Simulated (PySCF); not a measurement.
## NMR problem set

How the numbers were obtained: geometry: GFN2-xTB, NMR shieldings at PBE0/pcSseg-1/GIAO, in PySCF (no solvent model, a single conformation, fast rotation and ring inversion assumed for equivalent nuclei, no relativistic terms).

Referencing at the same level of theory: ¹H and ¹³C vs TMS. Splittings of carbon signals by F and P are missing where no couplings were computed. Where no couplings were computed, multiplicities follow the n + 1 count of equivalent neighbours, and m marks all less simple cases (inequivalent or close neighbours, rings, F or P nearby). Shifts are as computed. Against solution values, carbons near 30 ppm lie about +3 ppm off and those near 130 ppm about +5 ppm; carbons on Cl a further +6 ppm. Of 1211 compounds with measured shifts, 218 miss one by over three times the rms of a fit or turn the order of signals round; such compounds aren't used in these exercises. Carbons bonded to Cl come out too deshielded.

(1) C3H11ClSi3. ¹H NMR (600 MHz, computed): δ 6.77 (q, 1H), 4.60 (t, 2H), 4.18 (d, 3H), 3.94 (t, 3H), 0.04 (m, 2H). ¹³C{¹H} NMR (computed): δ 167.4 (C), 144.4 (CH), -13.3 (CH2). Identify the compound.

(2) C10H7FSi. ¹H NMR (500 MHz, computed): δ 7.84 (d, 1H), 7.59 (d, 1H), 7.54 (m, 1H), 7.34 (m, 1H), 4.89 (m, 2H), 3.05 (s, 1H). ¹³C{¹H} NMR (computed): δ 186.6 (C), 156.0 (C), 142.5 (CH), 140.1 (CH), 135.6 (CH), 132.7 (C), 131.1 (CH), 121.0 (C), 91.8 (CH), 86.7 (C). Give a structure.

Results:

(1) `[SiH3]/C=C(\Cl)[SiH2]C[SiH3]`. Rings plus π bonds: 1 (no ring in the answer). 3 carbon signals for 3 carbons: no two carbons are equivalent. Carbon types of the structure: 1 × C, 1 × CH, 1 × CH2, leaving 8 H on heteroatoms. δC 167.4: fully substituted alkene carbon. δC 144.4: alkene CH; as expected for a trigonal carbon in a double bond. δC -13.3: sp3 CH2 bonded to 2 Si; an electropositive neighbour leaves it electron-rich and shielded. δH 0.04: hydrogen on an sp3 CH2 bonded to 2 Si; an electropositive neighbour shields it, as in TMS itself.

This is the structure that produced the data.

(2) SMILES C#Cc1cccc2c1C=C(F)[SiH2]2. Rings plus π bonds: 8 (2 rings in the answer). 10 carbon signals for 10 carbons: no two carbons are equivalent. Carbon types of the structure: 5 × C, 5 × CH, leaving 2 H on heteroatoms. δC 186.6: fully substituted alkene carbon. δC 135.6: alkene CH; an sp2 carbon of a C=C bond. δC 91.8: terminal alkyne carbon; sp carbons lie upfield of alkene carbons because the cylindrical π system leaves one tensor component strongly shielded. δC 86.7: alkyne carbon; the triple bond shields along its axis, which puts it between sp3 and sp2 carbons.

The data come from this structure; uniqueness wasn't tested.
